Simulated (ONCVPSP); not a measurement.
**Which change was made? (Ba, ONCV)**

ONCVPSP 4.0.1 input, shortened (lines: element, Z, core and valence counts, functional; n l f; lmax; l rc ep ncon nbas qcut; lloc lpopt rc5 dvloc0; l nproj debl; icmod fcfact rcfact), LDA (Perdew-Wang 92), scalar-relativistic:

```
  Ba 56.00   11    2  -001012      upf
    1    0    2.00
    2    0    2.00
    2    1    6.00
    3    0    2.00
    3    1    6.00
    3    2   10.00
    4    0    2.00
    4    1    6.00
    4    2   10.00
    5    0    2.00
    5    1    6.00
    6    0    1.50
    6    1    0.50
    2
    0    3.70    0.00    3    7    1.70
    1    3.70    0.00    3    8    2.10
    2    3.75    0.08    4    7    2.30
    0    5    3.70    0.00
    0    0    3.80
    1    2    3.30
    2    2    3.30
    3    5.00    1.60
```

In the d channel the program set the typed energies aside and used -0.094, 3.206 Ha.

Cutoffs, loose and tight: the cutoffs (Ha) at which the residual kinetic energy of the hardest occupied pseudo-wave falls to 1 and 0.1 mHa per electron. They do not see the model core or the augmentation charge, which bear on the density cutoff. Test errors are all-electron minus pseudo excitation energies from the reference, over the configurations 6s2 6p0; 6s1 6p0; 6s1.5 6p0; 5d0.5 6s1.5 6p0; variants that change the core or the reference have their own tests.

The base gives: outcome: generated, projector energies reset by the program; cutoff, loose: 1.3 Ha; cutoff, tight: 9.0 Ha; bound ghosts: none; GHOST(+) flags above zero: p, d; largest test error (meV): -47.

Question: After one change the result is: outcome: failed: ERROR pspot: first pseudo wave function has node, program will stop. Which change was it?
A. core correction none
B. reference 6s2; wave 6p: rc 3.70 bohr, ncon 3, nbas 8, qcut 2.1 1/bohr, 2 projectors, debl 3.3 Ha becomes p scattering state at 0.03 Ha: rc 3.70 bohr, ncon 3, nbas 8, qcut 2.1 1/bohr, 2 projectors, debl 3.3 Ha
C. s: qcut 2
D. s: qcut 1.2; p: qcut 1.5; d: qcut 1.7

Answer: C. The others give: core correction none → outcome: generated, projector energies reset by the program; cutoff, loose: 1.3 Ha; cutoff, tight: 9.0 Ha; bound ghosts: none; GHOST(+) flags above zero: p, d; largest test error (meV): +76 | reference 6s2; wave 6p: rc 3.70 bohr, ncon 3, nbas 8, qcut 2.1 1/bohr, 2 projectors, debl 3.3 Ha becomes p scattering state at 0.03 Ha: rc 3.70 bohr, ncon 3, nbas 8, qcut 2.1 1/bohr, 2 projectors, debl 3.3 Ha → outcome: generated, projector energies reset by the program; cutoff, loose: 1.2 Ha; cutoff, tight: 2.3 Ha; bound ghosts: none; GHOST(+) flags above zero: p, d; largest test error (meV): -59 | s: qcut 1.2; p: qcut 1.5; d: qcut 1.7 → outcome: generated, projector energies reset by the program; cutoff, loose: 2.8 Ha; cutoff, tight: 12 Ha; bound ghosts: none; GHOST(+) flags above zero: p; largest test error (meV): -46.
